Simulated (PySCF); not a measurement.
Cl3HSi, SMILES Cl[SiH](Cl)Cl (connectivity only; charge and spin as stated), charge -1, multiplicity 2. Geometry optimised at B3LYP-D3(BJ)/def2-SVPD. The multiplicity is an assumed one; other spin states were not compared. The isomer is the one that the SMILES or the coordinates give; other isomers of the formula were not compared.

Computed with PySCF 2.14.0 with B3LYP-D3(BJ)/def2-SVPD.

Harmonic wavenumbers (cm⁻¹): 84, 137, 184, 240, 316, 434, 712, 836, 2153. Rotational constants (GHz): 2.980, 1.363, 0.9487; symmetry number 1.

**Question.** Work out the zero-point energy and the ideal-gas rigid-rotor harmonic-oscillator thermochemistry at 298.15 K and 1 atm.

**Answer.** ZPE = ½ Σ hcν = ½ × 5097 cm⁻¹ = 30.49 kJ/mol. H − E(el) = 49.26 kJ/mol. Entropy in J/(mol K): translation 169.96, rotation 120.55, vibration 55.98, spin 5.76, total 352.26. G − E(el) = -55.77 kJ/mol. Cp = 83.30 J/(mol K). Modes under 150 cm⁻¹ make the vibrational entropy uncertain.
